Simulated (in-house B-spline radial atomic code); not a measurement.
A fraction x of an electron is removed from 4f in Pm VI (Pm5+), starting from [Kr] 4d10 4f3 5s2 5p5 and keeping the highest spin. All numbers are computed (scalar-relativistic (X2C) revTPSS, spin-polarised, spherical fractional occupations; Fermi nucleus of rms radius 4.962 fm) with a B-spline radial code for spherical atoms, not measured.

```json
{"x": "0", "E(x) - E(0) (eV)": "0.0000", "4f up level (eV)": "-67.668"}
{"x": "0.11", "E(x) - E(0) (eV)": "7.5723", "4f up level (eV)": "-70.014"}
{"x": "0.16", "E(x) - E(0) (eV)": "11.0999", "4f up level (eV)": "-71.088"}
{"x": "0.32", "E(x) - E(0) (eV)": "22.7509", "4f up level (eV)": "-74.557"}
{"x": "0.49", "E(x) - E(0) (eV)": "35.7424", "4f up level (eV)": "-78.294"}
{"x": "0.5", "E(x) - E(0) (eV)": "36.5265", "4f up level (eV)": "-78.516"}
{"x": "0.6", "E(x) - E(0) (eV)": "44.4892", "4f up level (eV)": "-80.741"}
{"x": "0.64", "E(x) - E(0) (eV)": "?", "4f up level (eV)": "?"}
{"x": "0.83", "E(x) - E(0) (eV)": "63.6539", "4f up level (eV)": "-85.925"}
{"x": "0.9", "E(x) - E(0) (eV)": "?", "4f up level (eV)": "?"}
{"x": "1", "E(x) - E(0) (eV)": "78.5913", "4f up level (eV)": "-89.817"}
```

(1) What belongs in the row x = 0.64?

(2) What belongs in the row x = 0.9?

(3) Check Janak's theorem between x = 0.11 and 0.16.

Results:

(1) An energy change of 47.7367 eV; 4f up at -81.636 eV.

(2) An energy change of 69.7245 eV; 4f up at -87.522 eV.

(3) The slope of the energy is 70.55 eV; the orbital levels give 70.55 eV (-ε of the emptying orbital, averaged over the two points).
